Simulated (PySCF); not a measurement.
Species: C2H6BF.
SMILES with atom numbers: `[CH3:1][B:2]([CH3:3])[F:4]` (hydrogens: H5, H6, H7 on C1; H8, H9, H10 on C3)

The closed-shell ground state was solved at several levels (PySCF, density fitting, gas phase, non-relativistic). Isolated species at its PBE0-D3(BJ)/def2-SVP geometry, gas phase.

```tsv
level	basis functions	total energy (Eh)	HOMO (eV)	LUMO (eV)	gap (eV)	dipole (D)
wB97X-D/def2-SVPD	131	-204.3916	-10.67	1.83	12.50	1.30
HF/pcSseg-2	228	-203.5082	-12.31	2.52	14.83	1.43
PBE0/pcSseg-1	98	-204.3408	-8.71	-0.02	8.69	1.18
```

(1) Estimate the row for B3LYP/pcJ-1, a basis of 168 functions; the other rows only guide the guess.

(2) Over all these levels, which gives the widest orbital gap and which the narrowest?

(3) How far do the dipole and the HOMO energy spread over the levels?

Results:

(1) Total energy -204.6142 Eh, HOMO -8.50 eV, LUMO -0.27 eV, gap 8.23 eV, dipole 1.17 D.

(2) HF/pcSseg-2 (Hartree–Fock, all exact exchange) has the widest, 14.83 eV, and B3LYP/pcJ-1 (global hybrid, 20 % exact exchange) the narrowest, 8.23 eV. Functional and basis both differ between the two, so the spread mixes both effects.

(3) The dipole runs from 1.17 to 1.43 D (mean 1.27 D) and the HOMO from -12.31 to -8.50 eV.

wB97X-D is run here without its empirical dispersion term; that term would change no orbital, density or response property at a fixed geometry.
